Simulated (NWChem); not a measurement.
System: C3H5ClSi; SMILES [SiH2]1C(Cl)=CC1

Input file for NWChem:

```
start job
memory heap 200 mb stack 900 mb global 1100 mb
geometry units angstroms noautoz
  Cl     0.122287    -2.076141     0.000000
  C     -0.104716    -0.377501     0.000000
  C     -1.270030     0.303719     0.000000
  C     -0.923216     1.780970     0.000000
  Si     0.896352     1.204119     0.000000
  H     -2.283753    -0.119405     0.000000
  H     -1.270679     2.324504    -0.893948
  H     -1.270679     2.324504     0.893948
  H      1.713428     1.500867    -1.214933
  H      1.713428     1.500867     1.214933
end
basis spherical
  * library def2-tzvp
end
dft
  xc xcamb88 1.00 lyp 0.81 vwn_5 0.19 hfexch 1.00
  cam 0.33 cam_alpha 0.19 cam_beta 0.46
  iterations 150
  semidirect filesize 400000000
  mulliken
end
task dft energy
```

Geometry: optimised at PBE0/def2-SVP.

Task: Give the results of this calculation. (CAM-B3LYP/def2-TZVP.) Quantities: energy (Ha); highest occupied level (eV); orbital gap (eV); dipole (D).

Result: 
```json
{
  "energy (Ha)": "-866.99",
  "highest occupied level (eV)": "-8.57",
  "orbital gap (eV)": "9.30",
  "dipole (D)": "1.76"
}
```
